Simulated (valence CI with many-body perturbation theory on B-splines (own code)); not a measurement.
**E1 line list for Hg LXXIII**

Computed by relativistic CI+MBPT: six valence electrons over a frozen Dirac-Fock core [He], a basis of 9 s, 9 p, 8 d, 6 f, 3 g, 1 h functions for each j, with the one-electron correlation potential Σ1 (screened to all orders), the two-electron term Σ2, the three-electron term Σ3, Breit, model QED; selected single and double excitations, second order for the rest, scaled by the run's own slope (own B-spline code, finite nucleus).

The last digits are not significant, and no measured levels were compared; by estimate large intervals hold to a few tenths of a per cent, small ones and those within an open d or f shell to about a per cent. Among the levels kept, up to 1900 cm⁻¹ of a level comes from second order outside the variational space, and about a tenth of that is noise between levels of different J, which matters for small intervals.

Lines 101 to 150 of 197 in falling wavelength, among levels below 12815 eV, chosen from the strongest by gf and those to the six lowest levels. Wavelengths and rates use the calculated energies. Electric multipoles are in the length gauge with retardation, E1 and E2 with the static RPA response of the core. Weak lines are less certain than strong ones. Lines between different terms over intervals too small for the method are left out, as are lines whose strength nearly cancels. The highest levels of a list are the least certain.

Levels are named by their leading jj configuration (3d3/2^4 stands for four electrons in 3d with j = 3/2), which in mixed levels can hold well under half, so a name can repeat and another be missing. Letters in brackets count levels of one name in rising energy.

```csv
λ vac (Å),Upper,Lower,A (s⁻¹),S (a.u.)
4.912,(2s 2p1/2^2 2p3/2^2 3s) J=1 [b],(2s^2 2p1/2^2 2p3/2 3s) J=2,6.28e+12,1.10e-03
4.905,(2s 2p1/2 2p3/2^4) J=1,(2s^2 2p1/2 2p3/2^3) J=1,7.11e+12,1.24e-03
4.897,(2s 2p1/2^2 2p3/2^2 3s) J=2 [b],(2s^2 2p1/2^2 2p3/2 3s) J=2,3.55e+13,1.03e-02
4.867,(2s 2p1/2^2 2p3/2^2 3s) J=0,(2s^2 2p1/2^2 2p3/2 3s) J=1,2.17e+13,1.23e-03
4.828,(2s 2p1/2^2 2p3/2^3) J=1,(2s^2 2p1/2^2 2p3/2^2) J=2,3.88e+13,6.47e-03
2.772,(2s 2p1/2 2p3/2^4) J=1,(2s^2 2p1/2^2 2p3/2^2) J=0,8.46e+08,2.67e-08
2.731,(2s 2p1/2 2p3/2^4) J=1,(2s^2 2p1/2^2 2p3/2^2) J=2,1.21e+11,3.64e-06
1.612,(2s^2 2p1/2^2 2p3/2 3p1/2) J=1,(2s 2p1/2^2 2p3/2^3) J=1,8.18e+09,5.08e-08
1.612,(2s^2 2p1/2^2 2p3/2 3p1/2) J=2,(2s 2p1/2^2 2p3/2^3) J=1,3.81e+10,3.94e-07
1.593,(2s^2 2p1/2^2 2p3/2 3p1/2) J=1,(2s 2p1/2^2 2p3/2^3) J=2,6.12e+10,3.66e-07
1.593,(2s^2 2p1/2^2 2p3/2 3p1/2) J=2,(2s 2p1/2^2 2p3/2^3) J=2,5.08e+09,5.06e-08
1.533,(2s^2 2p1/2^2 2p3/2 3s) J=2,(2s^2 2p1/2 2p3/2^3) J=2,7.76e+09,6.90e-08
1.531,(2s^2 2p1/2^2 2p3/2 3s) J=1,(2s^2 2p1/2 2p3/2^3) J=2,3.81e+09,2.03e-08
1.529,(2s^2 2p1/2^2 2p3/2 3s) J=2,(2s^2 2p1/2 2p3/2^3) J=1,1.65e+09,1.46e-08
1.528,(2s^2 2p1/2^2 2p3/2 3s) J=1,(2s^2 2p1/2 2p3/2^3) J=1,1.24e+10,6.53e-08
1.500,(2s^2 2p1/2^2 2p3/2 3p3/2) J=1,(2s 2p1/2^2 2p3/2^3) J=1,1.04e+10,5.19e-08
1.494,(2s^2 2p1/2^2 2p3/2 3p3/2) J=2,(2s 2p1/2^2 2p3/2^3) J=1,4.47e+09,3.67e-08
1.489,(2s^2 2p1/2^2 2p3/2 3p3/2) J=0,(2s 2p1/2^2 2p3/2^3) J=1,4.45e+11,7.24e-07
1.483,(2s^2 2p1/2^2 2p3/2 3p3/2) J=3,(2s 2p1/2^2 2p3/2^3) J=2,4.87e+10,5.49e-07
1.483,(2s^2 2p1/2^2 2p3/2 3p3/2) J=1,(2s 2p1/2^2 2p3/2^3) J=2,1.17e+11,5.64e-07
1.477,(2s^2 2p1/2^2 2p3/2 3p3/2) J=2,(2s 2p1/2^2 2p3/2^3) J=2,6.94e+10,5.52e-07
1.387,(2s^2 2p1/2^2 2p3/2 3d3/2) J=2,(2s^2 2p1/2 2p3/2^3) J=2,2.54e+10,1.68e-07
1.386,(2s^2 2p1/2^2 2p3/2 3d3/2) J=3,(2s^2 2p1/2 2p3/2^3) J=2,5.15e+09,4.74e-08
1.385,(2s^2 2p1/2^2 2p3/2 3d3/2) J=1,(2s^2 2p1/2 2p3/2^3) J=2,5.99e+10,2.36e-07
1.385,(2s^2 2p1/2^2 2p3/2 3d3/2) J=2,(2s^2 2p1/2 2p3/2^3) J=1,9.37e+10,6.14e-07
1.382,(2s^2 2p1/2^2 2p3/2 3d3/2) J=1,(2s^2 2p1/2 2p3/2^3) J=1,1.95e+09,7.65e-09
1.382,(2s^2 2p1/2^2 2p3/2 3d3/2) J=0,(2s^2 2p1/2 2p3/2^3) J=1,4.41e+10,5.74e-08
1.364,(2s^2 2p1/2^2 2p3/2 3d5/2) J=2,(2s^2 2p1/2 2p3/2^3) J=2,4.56e+09,2.85e-08
1.361,(2s^2 2p1/2^2 2p3/2 3d5/2) J=3,(2s^2 2p1/2 2p3/2^3) J=2,6.01e+09,5.24e-08
1.361,(2s^2 2p1/2^2 2p3/2 3d5/2) J=2,(2s^2 2p1/2 2p3/2^3) J=1,1.14e+09,7.11e-09
1.359,(2s^2 2p1/2^2 2p3/2 3d5/2) J=1,(2s^2 2p1/2 2p3/2^3) J=2,5.84e+09,2.17e-08
1.356,(2s^2 2p1/2^2 2p3/2 3d5/2) J=1,(2s^2 2p1/2 2p3/2^3) J=1,1.55e+10,5.72e-08
1.280,(2s^2 2p1/2 2p3/2^2 3p1/2) J=1 [a],(2s 2p1/2^2 2p3/2^3) J=1,1.54e+11,4.79e-07
1.279,(2s^2 2p1/2 2p3/2^2 3p1/2) J=2 [a],(2s 2p1/2^2 2p3/2^3) J=1,6.81e+09,3.52e-08
1.271,(2s^2 2p1/2 2p3/2^2 3p1/2) J=2 [b],(2s 2p1/2^2 2p3/2^3) J=1,7.63e+11,3.87e-06
1.269,(2s^2 2p1/2 2p3/2^2 3p1/2) J=1 [b],(2s 2p1/2^2 2p3/2^3) J=1,7.95e+10,2.41e-07
1.268,(2s^2 2p1/2 2p3/2^2 3p1/2) J=1 [a],(2s 2p1/2^2 2p3/2^3) J=2,7.78e+09,2.35e-08
1.267,(2s^2 2p1/2 2p3/2^2 3p1/2) J=2 [a],(2s 2p1/2^2 2p3/2^3) J=2,6.44e+10,3.23e-07
1.265,(2s^2 2p1/2 2p3/2^2 3p1/2) J=3,(2s 2p1/2^2 2p3/2^3) J=2,1.13e+11,7.93e-07
1.262,(2s^2 2p1/2 2p3/2^2 3p1/2) J=0,(2s 2p1/2^2 2p3/2^3) J=1,1.37e+12,1.36e-06
1.259,(2s^2 2p1/2 2p3/2^2 3p1/2) J=2 [b],(2s 2p1/2^2 2p3/2^3) J=2,1.28e+12,6.30e-06
1.257,(2s^2 2p1/2 2p3/2^2 3p1/2) J=1 [b],(2s 2p1/2^2 2p3/2^3) J=2,6.31e+10,1.86e-07
1.243,(2s 2p1/2^2 2p3/2^2 3s) J=2 [a],(2s 2p1/2^2 2p3/2^3) J=1,3.28e+13,1.55e-04
1.235,(2s 2p1/2^2 2p3/2^2 3s) J=3,(2s 2p1/2^2 2p3/2^3) J=2,5.60e+13,3.65e-04
1.232,(2s^2 2p1/2^2 2p3/2 3s) J=1,(2s^2 2p1/2^2 2p3/2^2) J=0,1.14e+14,3.16e-04
1.232,(2s 2p1/2^2 2p3/2^2 3s) J=1 [a],(2s 2p1/2^2 2p3/2^3) J=1,3.38e+13,9.35e-05
1.231,(2s 2p1/2^2 2p3/2^2 3s) J=2 [a],(2s 2p1/2^2 2p3/2^3) J=2,3.04e+14,1.40e-03
1.231,(2s 2p1/2^2 2p3/2^2 3s) J=1 [b],(2s 2p1/2^2 2p3/2^3) J=1,2.79e+14,7.70e-04
1.230,(2s 2p1/2^2 2p3/2^2 3s) J=2 [b],(2s 2p1/2^2 2p3/2^3) J=1,5.01e+13,2.30e-04
1.229,(2s^2 2p1/2 2p3/2^2 3s) J=2 [a],(2s^2 2p1/2 2p3/2^3) J=2,1.44e+13,6.59e-05
```
